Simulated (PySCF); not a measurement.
An unknown is described by computed data only.

Formula: C3H9NO2Si.

| Item | Value |
| --- | --- |
| Polarisability | 76.6 au [wB97X-D/def2-SVPD] |
| Triplet | lowest triplet excitation (Tamm–Dancoff): 3.61 eV [TDA wB97X-D/def2-SVPD] |
| Rotational structure | rotational constants A, B, C: 2.223, 2.062, 1.162 GHz [PBE0-D3(BJ)/def2-SVP] |
| 1H NMR | chemical shifts (computed TMS as zero) by class: 8.39 (1 H), 8.32 (1 H), 4.71 (1 H), 3.72 (6 H) ppm [GIAO CAM-B3LYP/pcSseg-1] |
| UV, strongest line | among the 10 lowest singlet transitions: S5 at 7.67 eV (162 nm, f = 0.134) [TDDFT wB97X-D/def2-SVPD] |
| Dipole | 0.56 D [wB97X-D/def2-SVPD] |
| NMR, other nuclei | isotropic shieldings of nuclei other than C and H, by class: -163 (1 N), 315 (2 O), 393 (1 Si) ppm [GIAO CAM-B3LYP/pcSseg-1] |
| UV, first state | lowest singlet excitation: 4.17 eV (297 nm, f = 0.000) [TDDFT wB97X-D/def2-SVPD] |
| 13C NMR | chemical shifts (computed TMS as zero) by class: 180.7 (1 C), 51.4 (2 C) ppm [GIAO CAM-B3LYP/pcSseg-1] |
| Valence photoelectron | vertical ionisation energy: 9.43 eV [ΔSCF wB97X-D/def2-SVPD] |

Gas-phase values; electronic properties from PySCF, density fitting. Levels stand in brackets. The structure is a single PBE0-D3(BJ)/def2-SVP conformer in the gas phase; no vibrational or solvent corrections. NMR classes are plain means over equivalent atoms (diastereotopic ones count apart unless rotation or inversion swaps them), as if these changed places fast.

**Question.** Propose a structure and show how it fits.

**Answer.** Numbering: `[CH2:1]=[N:2][SiH:3]([O:4][CH3:5])[O:6][CH3:7]`. Its formula, C3H9NO2Si, gives 1 degree of unsaturation: 0 rings and 1 π bond in the structure found. 3 carbons fall into 2 classes; from least to most shielded: C=N carbon [C1] (180.7 ppm), methoxy carbon [C5/C7] (51.4 ppm, 2 C). Hydrogen classes from least to most shielded: 1 H on a C=N carbon, C1 (8.39 ppm), 1 H on a C=N carbon, C1 (8.32 ppm), 1 H on an oxygen-bound silicon, Si3 (4.71 ppm), 6 H on 2 methoxy carbons, C5/C7 (3.72 ppm). The other shieldings belong to: -163 ppm, C=N nitrogen [N2]; 315 ppm, silyl ether oxygen [O4/O6]; 393 ppm, oxygen-bound silicon [Si3]. The first electron is taken from the HOMO, whose largest Löwdin shares are 0.56 on the C=N nitrogen, 0.17 on the C=N carbon, 0.07 on the oxygen-bound silicon and 0.07 on a hydrogen on a C=N carbon. The optimised geometry has point group C1 and is an asymmetric top. Structure: `C=N[SiH](OC)OC`. Computed isomers that give other values at the same levels: `NC[SiH]1OCCO1` (rotational constant A: 3.595 GHz; this holds for the one conformer computed); `CN[SiH2]OC(C)=O` (rotational constant A: 5.240 GHz; this holds for the one conformer computed). The assignments are read from this structure; whether some other isomer fits the data as well wasn't checked.

Conformer computed: `[CH2:1]=[N:2][SiH:3]([O:4][CH3:5])[O:6][CH3:7]`: C1–N2–Si3–O4 -120°, N2–Si3–O4–C5 -63°, N2–Si3–O6–C7 -171°.
